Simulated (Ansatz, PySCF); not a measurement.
Gas-phase reaction (SMILES): COB(OC)OC + O (H2O) -> COB(O)OC [dimethoxyborinic acid] + CO (CH4O) [methanol]; water cleaves one B-O bond, a model of a ligand-exchange step.

Each molecule is optimised on its own at B3LYP-D3(BJ)/def2-TZVP (Ansatz, a program for electronic structure), one conformer each, not searched for the lowest. Correlated levels leave the core frozen unless marked. Spin-orbit coupling is left out. No relativistic terms. CBS(X,Y): correlation extrapolated as X^-3; Hartree-Fock from the larger set. The bracket is a focal-point correction in the basis named. Thermal terms are rigid-rotor harmonic-oscillator values from B3LYP-D3(BJ) frequencies (Ansatz or PySCF) at 298.15 K and 1 atm. 1 Eh = 627.5095 kcal/mol.

```tsv
species	E, RI-MP2/CBS(cc-pVTZ,cc-pVQZ)+[CCSD(T)-MP2]/cc-pVDZ (Ansatz) (Eh)	E, PBE0-D4/def2-TZVPD (Ansatz + dftd4) (Eh)	H - E (Eh)
COB(OC)OC	-370.00196	-370.11782	0.14320
O (H2O)	-76.37565	-76.38102	0.02495
COB(O)OC	-330.76226	-330.85731	0.11352
CO (CH4O)	-115.61353	-115.64059	0.05533
```

Task: Work out ΔE and ΔH at 298.15 K at the first level, then ΔH at the second.

Result: 
1. ΔE = [(-330.76226) + (-115.61353)] - [(-370.00196) + (-76.37565)] = 0.00182 Eh = 1.1 kcal/mol at RI-MP2/CBS(cc-pVTZ,cc-pVQZ)+[CCSD(T)-MP2]/cc-pVDZ.
2. The terms H - E add up to 0.00070 Eh, so ΔH = (0.00182 + (0.00070))×627.5095 = 1.6 kcal/mol.
3. At PBE0-D4/def2-TZVPD the same steps give ΔE = 0.6 and ΔH = 1.0 kcal/mol, a shift of -0.6 from the first level.
4. These values are not checked against measurement here, since the tables used lack a sound gas-phase enthalpy of formation for at least one species.
